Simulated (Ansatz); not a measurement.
Consider the ligand exchange at a B–C bond: `N#CB(F)Cl` + `N=C=O` → `O=C=NB(F)Cl` + `C#N`.

Calculated with Ansatz (gas phase, PBE0-D4/def2-TZVP geometries, no zero-point term in ΔE). CBS: MP2 limit from def2 TZ/QZ plus the TZ coupled-cluster correction, frozen cores. This one scheme is used for every species. Functionals use def2-TZVPP. One conformer a species, not always the lowest.

Problem. Is it downhill or uphill in electronic energy at CCSD(T)/CBS, and by how much? (Best estimate.)

Solution. Ansatz gave: Downhill: ΔE = -69.9 kJ/mol.

Problem. What do these levels give: ωB97X-V, ωB97M-V, PBE, BLYP, BHLYP, CAM-B3LYP? (Best estimate.)

Solution. Computed: ωB97X-V -70.0, ωB97M-V -70.5, PBE -61.3, BLYP -62.6, BHLYP -74.6, CAM-B3LYP -71.4 kJ/mol.

Largest T1 diagnostic among the species: 0.018.

From PBE to PBE0 (25 % exact exchange), in def2-TZVPP and without D4, ΔE moves by −6.1 kJ/mol. At CCSD(T), def2-SVP lies −5.3 kJ/mol from the extrapolated value and def2-TZVPP +0.7 kJ/mol.
